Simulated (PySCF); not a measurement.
Compound: C4H4F3N3.
SMILES with atom numbers: `[F:1][C:2]([F:3])([F:4])[CH2:5][n:6]1[cH:7][n:8][n:9][cH:10]1` (hydrogens: H11, H12 on C5; H13 on C7; H14 on C10)

Geometry (GFN2-xTB, Å), atoms numbered from 1 in this order:
```
atom  x, y, z in Å
F1    -3.003   -0.197    0.033
C2    -1.750    0.092    0.404
F3    -1.548   -0.482    1.593
F4    -1.686    1.414    0.583
C5    -0.743   -0.395   -0.645
N6     0.598   -0.089   -0.249
C7     1.316    1.052   -0.488
N8     2.483    0.972    0.064
N9     2.568   -0.213    0.689
C10    1.453   -0.843    0.510
H11   -0.870   -1.476   -0.753
H12   -0.981    0.101   -1.591
H13    0.948    1.878   -1.059
H14    1.213   -1.815    0.887
```

Computed at PBE0/pcSseg-1 (PySCF, non-relativistic), with Q(14N) = 0.02044 b: N6, 14N (I = 1): χzz = -3.141 MHz, η = 0.415; N8, 14N (I = 1): χzz = -5.330 MHz, η = 0.173.

**Question.** Where would the pure quadrupole (NQR) lines of 14N at N6 fall for the rigid, isolated species?

**Answer.** From ν± = (3/4)|χ|(1 ± η/3) and ν0 = |χ|η/2: ν+ 2.682 MHz, ν− 2.030 MHz, ν0 0.652 MHz (pyrrole-type nitrogen).

**Question.** Find the zero-field quadrupole resonance frequencies of 14N at N8.

**Answer.** From ν± = (3/4)|χ|(1 ± η/3) and ν0 = |χ|η/2: ν+ 4.228 MHz, ν− 3.767 MHz, ν0 0.460 MHz (pyridine-type nitrogen).

In a crystal, neighbours and librations shift these lines. GFN2-xTB bond lengths can be off by several hundredths of an ångström, more for odd bonds, and the gradients follow them. The basis is small and wasn't made for field gradients, so the couplings can be 20 % off.

One conformer stands for the species.
